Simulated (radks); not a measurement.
Effect of the nuclear size on the tantalum ion Ta69+, [He] 2s2. All-electron calculation, Dirac Kohn-Sham, PBE, spin-unpolarised, spherical densities, finite nucleus; Fermi nuclear charge, rms radius 5.3507 fm. Program: a radial shooting solver on a logarithmic mesh with Libxc functionals. The rms radius is varied about that value; shifts are against it.

rms radius (fm),total energy shift (eV),density at nucleus (e/bohr^3),1s1/2 shift (meV),2s1/2 shift (meV),2p1/2 (empty) shift (meV),3s1/2 (empty) shift (meV)
4.5909,-13.8,1.344e+06,-5810,-898,-24.1,-263
4.8317,-9.58,1.321e+06,-4030,-623,-16.7,-183
5.3507,0,1.277e+06,0.000,0.000,0.000,0.000
5.6878,6.57,1.251e+06,2770,427,11.5,125
6.0891,14.7,1.222e+06,6200,958,25.9,281

Slopes of the eigenvalues against <r^2> in GHz/fm^2, as finite differences over the two radii next to the reference (eigenvalue slopes, not the field-shift constants of lines): 1s1/2 183000, 2s1/2 28200, 2p1/2 (empty) 759, 3s1/2 (empty) 8260.
